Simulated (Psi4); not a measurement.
Internal rotation in SMILES F[SiH2][SeH] (H3FSeSi). Scanned: dihedral F1–Si2–Se3–H6; all other coordinates were relaxed at B3LYP-D3(BJ)/def2-SVP. Points at φ and −φ are mirror images. Heavy atoms are numbered in the order of the SMILES F[SiH2][SeH], hydrogens after them in the order of the atoms that carry them; the mirror image has the same energies with the sign of each dihedral reversed.

- PBE/def2-TZVP // B3LYP-D3(BJ)/def2-SVP (Psi4)
- HF/cc-pVTZ // B3LYP-D3(BJ)/def2-SVP (Psi4)
- M06-2X/def2-TZVP // B3LYP-D3(BJ)/def2-SVP (Psi4)

Energies in kJ/mol, each method relative to its own lowest point.

```
φ / °  PBE/def2-TZVP  HF/cc-pVTZ  M06-2X/def2-TZVP
-----  -------------  ----------  ----------------
-150            8.09        5.20              6.68
-120            4.27        3.55              3.75
-90             0.00        0.00              0.00
-60             0.88        0.02              0.51
-30             7.61        5.25              6.15
0              12.06        8.83              9.83
30              7.61        5.25              6.15
60              0.88        0.02              0.51
90              0.00        0.00              0.00
120             4.27        3.55              3.75
150             8.09        5.20              6.68
180             9.38        5.03              7.35
```
